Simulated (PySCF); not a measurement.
# Identify the compound

An unknown has the formula C₃H₉NOSi. Its calculated NMR data are:

$^{1}$H NMR (600 MHz, computed): δ 4.67 (q, 2H), 4.46 (br s, 1H), 2.00 (s, 3H), 0.38 (t, 3H).

$^{13}$C{$^{1}$H} NMR (computed): δ 177.6 (C), 24.7 (CH3), -4.1 (CH3).

Method: geometry: GFN2-xTB, NMR shieldings at PBE0/pcSseg-1/GIAO, in PySCF (gas phase, non-relativistic, one conformer, rapidly exchanging positions averaged).

Chemical shifts δ = σref − σ; TMS for $^{1}$H (σ = 31.72 ppm), $^{13}$C (σ = 186.93 ppm), all at this level.

Question: What is the structure?

Answer: 
- The formula gives 1 degree of unsaturation (no ring in the answer).
- 3 carbon signals for 3 carbons: no two carbons are equivalent.
- Carbon types of the structure: 1 × C, 2 × CH3, leaving 3 H on heteroatoms.
- δC 177.6: amide carbonyl carbon; it is a carbonyl in resonance with an O or N lone pair, the region of acids, esters and amides.
- δC 24.7: methyl carbon α to a carbonyl; α to the electron-withdrawing carbonyl group.
- δC -4.1: methyl carbon bonded to Si; an electropositive neighbour leaves it electron-rich and shielded.
- δH 4.67: hydrogen on a silicon bonded to C, N.
- δH 4.46: hydrogen on an amide-type nitrogen; exchangeable; this is the value without hydrogen bonding to other molecules.
- δH 2.00: hydrogen on a methyl carbon α to a carbonyl; α to C=O.
- δH 0.38: hydrogen on a methyl carbon bonded to Si; an electropositive neighbour shields it, as in TMS itself.

Structure: SMILES [SiH2](C)NC(C)=O.

The data come from this structure; uniqueness wasn't tested.

The OH or NH signal is concentration- and solvent-dependent in practice; the value given is the gas-phase one. Shifts are as computed. Against solution values, carbons near 30 ppm lie about +3 ppm off and those near 130 ppm about +5 ppm. Of 1211 compounds with measured shifts, 218 miss one by over three times the rms of a fit or turn the order of signals round; such compounds aren't used in these exercises. The C=O carbon of an acid or of an amide with N–H lies up to 10 ppm further downfield in solution, through hydrogen bonding that the calculation lacks. Multiplicities follow the n + 1 count of equivalent neighbours, as no J values were calculated; m marks all less simple cases, F and P coupling included.
